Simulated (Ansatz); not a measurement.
`Cl[SiH2][SbH2]` + H₂S → `[SH][SbH2]` + `[SiH3]Cl` at 400 K and 1 bar (cleavage of the Sb–Si bond).

Calculated with Ansatz (gas phase, PBE0-D4/def2-TZVP geometries, no zero-point term in ΔE). CBS: MP2 limit from def2 TZ/QZ plus the TZ coupled-cluster correction, frozen cores. This one scheme is used for every species. def2 core potentials past Kr. For Sb outer-core shells are correlated without core-valence functions, which leaves a few kJ/mol of doubt a bond.

```
         species  CCSD(T)/CBS energy (Eh)  H − E (kJ/mol)  S (J/(mol·K))
`Cl[SiH2][SbH2]`               -991.31414           112.7          366.6
             H₂S               -398.97279            53.4          215.9
    `[SH][SbH2]`               -639.59431            80.2          311.9
      `[SiH3]Cl`               -750.69636            85.8          267.3
```

H − E and S are ideal-gas, rigid-rotor, harmonic terms from PBE0-D4/def2-TZVP. 1 Eh = 2625.50 kJ/mol, R = 8.31446 J/(mol·K).

By hand: ΔE, ΔH, ΔS and ΔG.

ΔE = (-639.59431) + (-750.69636) − (-991.31414) − (-398.97279) = -0.00374 Eh = -9.8 kJ/mol. Δ(H − E) = 80.2 + 85.8 − 112.7 − 53.4 = -0.1, so ΔH = -9.9 kJ/mol. ΔS = 311.9 + 267.3 − 366.6 − 215.9 = -3.3 J/(mol·K). ΔG = -9.9 − 400 × (-3.3)/1000 = -8.6 kJ/mol.

By hand: the equilibrium constant, and the temperature at which ΔG would vanish if ΔH and ΔS stayed fixed.

log₁₀ K = −ΔG/(RT ln 10) = 1.1. ΔG = 0 at ΔH/ΔS = 3000 K, far beyond where these terms or the molecules hold.

The number of gas molecules stays the same, so ΔS is small and ΔH decides. A doubt of 5 kJ/mol in ΔE shifts log₁₀ K by 0.7 here. These are equilibria of isolated gas molecules and say nothing of rates. Largest T1 diagnostic: 0.013 (customary marks: 0.02 for closed shells, 0.045 for open ones).
